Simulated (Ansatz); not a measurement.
Reaction (cleavage of the B–B bond): `FBBF` + `BO` → `BOBF` + `BF`

Program: Ansatz. Geometries: PBE0-D4/def2-TZVP. ΔE: electronic, gas phase. CCSD(T)/CBS adds triple-zeta CCSD(T) − MP2 to the extrapolated MP2 energy (def2 sets, frozen cores). This one scheme is used for every species. One conformer a species, not always the lowest.

`FBBF`:

```xyz
6

F     1.292   -0.438    1.322
B     0.429    0.326    0.666
B    -0.419   -0.289   -0.689
F    -1.633   -0.801   -0.546
H     0.323    1.459    1.064
H     0.008   -0.257   -1.816
```

`BO`:

Z-matrix (Å, degrees):
```
B
O 1 1.348
H 1 1.196 2 116.8
H 1 1.202 2 120.7 3 -180.0
H 2 0.961 1 113.5 3 180.0
```

`BOBF`:

```xyz
7

B    -1.097    0.560    0.002
O    -0.238   -0.359   -0.522
B     1.027   -0.587   -0.070
F     1.732   -1.511   -0.687
H    -0.753    1.238    0.929
H    -2.178    0.648   -0.499
H     1.506    0.011    0.847
```

`BF`:

```xyz
4

B    -0.027   -0.015   -0.039
F     0.693    0.371    0.994
H    -1.163    0.361   -0.100
H     0.497   -0.717   -0.855
```

```
        level  ΔE (eV)
HF/def2-TZVPP    -1.87
 HF/CBS(def2)    -1.88
```

What does CCSD(T)/CBS give? (Estimate.)

The calculation gave: -1.68 eV. The listed levels differ from it by -0.19, -0.20 eV.

Largest T1 diagnostic among the species: 0.014.

From r2SCAN to r2SCAN0 (25 % exact exchange), in def2-TZVPP and without D4, ΔE moves by −0.04 eV. At CCSD(T), def2-SVP lies −0.09 eV from the extrapolated value and def2-TZVPP −0.01 eV.
